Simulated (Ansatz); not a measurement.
Program: Ansatz. Geometries: PBE0-D4/def2-TZVP. ΔE: electronic, gas phase. CCSD(T)/CBS is the MP2 limit (def2-TZVPP, def2-QZVPP) plus CCSD(T) − MP2 in def2-TZVPP, frozen cores. This one scheme is used for every species. DFT in def2-TZVPP. B3LYP here is the variant with VWN-RPA as its local correlation; programs differ in this. HSE06 is defined as in plane-wave codes. Each species was taken in one conformer, which may not be the lowest.

Reaction (formal exchange of groups at the Al–Si bond): `[NH2][Al]([NH2])[SiH2][SiH3]` + CH₄ → `[CH3][Al]([NH2])[NH2]` + disilane

`[NH2][Al]([NH2])[SiH2][SiH3]`:

Cartesian coordinates in Å:
```
N -1.030 -1.663 -2.136
Al -0.826 -0.428 -0.885
N -1.558 1.172 -1.076
Si 0.501 -0.847 1.120
Si 1.697 1.082 1.680
H -0.633 -2.586 -2.074
H -1.547 -1.564 -2.994
H -2.132 1.482 -1.843
H -1.454 1.913 -0.401
H 1.471 -1.969 0.947
H -0.359 -1.195 2.290
H 2.473 0.946 2.943
H 2.645 1.433 0.586
H 0.752 2.223 1.842
```

CH₄:

Cartesian coordinates in Å:
```
C 0.000 0.000 0.000
H 0.254 0.796 0.699
H -1.083 -0.064 -0.100
H 0.387 -0.948 0.373
H 0.442 0.216 -0.972
```

`[CH3][Al]([NH2])[NH2]`:

Z-matrix (Å, degrees):
```
C
Al 1 1.949
H 1 1.093 2 112.0
H 1 1.094 2 111.6 3 -120.7
H 1 1.094 2 111.2 3 120.1
N 2 1.774 1 120.7 3 167.3
N 2 1.773 1 120.9 3 -13.0
H 6 1.006 2 126.1 1 179.1
H 6 1.006 2 124.0 1 -0.7
H 7 1.006 2 124.0 1 0.5
H 7 1.006 2 126.1 1 -179.3
```

`[SiH3][SiH3]`:

```xyz
8

Si    0.103    1.057    0.489
Si   -0.103   -1.057   -0.489
H     1.184    1.049    1.511
H     0.433    2.074   -0.545
H    -1.173    1.446    1.149
H    -0.429   -2.075    0.545
H     1.172   -1.444   -1.152
H    -1.186   -1.050   -1.509
```

| level | ΔE (kcal/mol) | difference from CCSD(T)/CBS |
| --- | --- | --- |
| B3LYP-D4 | 5.9 | 0.3 |
| r2SCAN0-D4 | 6.3 | 0.7 |
| HSE06-D4 | 8.0 | 2.4 |
| BHLYP-D4 | 5.5 | -0.1 |
| ωB97X-V | 5.5 | -0.1 |
| B2PLYP | 4.7 | -0.9 |
| PBE-QIDH | 6.3 | 0.7 |
| revPBE | 7.8 | 2.2 |
| BLYP | 4.9 | -0.7 |
| r2SCAN | 6.3 | 0.7 |
| PBE0 | 7.2 | 1.6 |
| r2SCANh | 6.1 | 0.5 |
| CCSD/def2-SVP | 6.6 | 1.0 |
| MP2/def2-TZVPP | 4.9 | -0.7 |
| SCS-MP2/def2-TZVPP | 4.4 | -1.2 |
| MP2/def2-QZVPP | 4.7 | -0.9 |
| CCSD(T)/CBS | 5.6 | 0 |

Largest T1 diagnostic among the species: 0.013.

In def2-TZVPP, CCSD(T) changes the Hartree–Fock value by +2.7 kcal/mol (the triples alone add +0.6 kcal/mol) and MP2 by +1.8 kcal/mol. Leaving LDA and LC-ωPBE aside and taking each functional with its dispersion term where it has one, the values, not all of them listed here, spread over 4.5 kcal/mol, from ωB97M-V to PBE-D4. At CCSD(T), def2-SVP lies +1.5 kcal/mol from the extrapolated value and def2-TZVPP +0.3 kcal/mol.
